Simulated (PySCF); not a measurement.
Molecule: SMILES CC(C)(C)S(=O)(=O)Cl, C4H9ClO2S.

Atoms are numbered as in `[CH3:1][C:2]([CH3:3])([CH3:4])[S:5](=[O:6])(=[O:7])[Cl:8]`. Hydrogens are named by the atom that carries them.

Geometry PBE0-D3(BJ)/def2-SVP throughout; GIAO in PySCF, gas phase, one conformer, non-relativistic; equivalent atoms averaged; basis pcSseg-1.

For orientation, CAM-B3LYP gives these absolute shieldings σ: C2 100.1, C1/C3/C4 157.2, S5 61.1, O6/O7 22.8, Cl8 356.8, H(C1)/H(C3)/H(C4) 29.85 ppm.

A run gave: C2 90.9, C1/C3/C4 153.4, S5 51.8, O6/O7 -8.5, Cl8 305.9, H(C1)/H(C3)/H(C4) 29.30 ppm (absolute shieldings σ).

Which functional was used in that run?
A. BLYP
B. B97-D
C. OPBE
D. LC-wPBE
E. LDA

## Answers

E. H(C1)/H(C3)/H(C4) tells them apart best: LDA gives 29.30, BLYP gives 29.84, LC-wPBE gives 29.90, OPBE gives 29.75, B97-D gives 29.87 ppm.
